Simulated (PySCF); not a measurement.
# Computed data sheet: `N([SiH3])([SiH2]C(=O)O)[SiH3]`

Species: CH9NO2Si3.
Atom-mapped SMILES: `[O:1]=[C:2]([OH:3])[SiH2:4][N:5]([SiH3:6])[SiH3:7]` (hydrogens: H8 on O3; H9, H10 on Si4; H11, H12, H13 on Si6; H14, H15, H16 on Si7)

Structural features include: Si–H bond and C–Si bond.

From GFN2-xTB geometry:

```
Rotational constants A, B, C of the GFN2-xTB geometry : 2.536, 0.953, 0.710 GHz
```

**PBE0/pcSseg-1 ground state and GIAO shieldings, non-relativistic (PySCF)**

```
Dipole moment                                               : 1.42 D
HOMO energy                                                 : -7.55 eV
LUMO energy                                                 : -0.76 eV
HOMO–LUMO gap                                               : 6.79 eV
Lowest Hirshfeld atomic charge                              : -0.35 e on N5
Highest Hirshfeld atomic charge                             : +0.36 e on Si4
13C chemical shifts (computed TMS as zero) by class         : 189.4 (C2) ppm
1H chemical shifts (computed TMS as zero) by class          : 7.01 (H8), 5.03 (H9/H10), 4.85 (H11/H12/H13/H14/H15/H16) ppm
Isotropic shieldings of nuclei other than C and H, by class : 292 (N5), -173 (O1), 100 (O3), 399 (Si6/Si7), 404 (Si4) ppm
Mayer bond orders between heavy atoms                       : O1–C2 1.84, C2–O3 1.12, C2–Si4 0.80, Si4–N5 0.98, N5–Si6 0.81, N5–Si7 0.88
```

Monoisotopic mass (most abundant isotopes): 150.9941 u.

With B = h/(8π²I), that is 505.379 GHz u Å² over I, the principal moments of inertia are 199.3, 530.1 and 711.4 u Å² (most abundant isotopes). In atomic units the dipole is 0.56 e·bohr (1 au = 2.5417 D). The rotational constants make it an asymmetric top with κ = (2B − A − C)/(A − C) = -0.73, nearer the prolate limit (−1).

Geometry: GFN2-xTB, one conformer, isolated molecule. NMR classes are plain means over equivalent atoms (diastereotopic ones count apart unless rotation or inversion swaps them), as if these changed places fast; in this geometry the members of some classes differ.

For the NMR shielding job (PBE0/pcSseg-1), on an Arm Neoverse V2 with one thread, no GPU (shared host), this took 27 s.

Conformer computed: `[O:1]=[C:2]([OH:3])[SiH2:4][N:5]([SiH3:6])[SiH3:7]`: O1–C2–Si4–N5 1°, C2–Si4–N5–Si6 -2°, H–O3–C2–O1 0°.
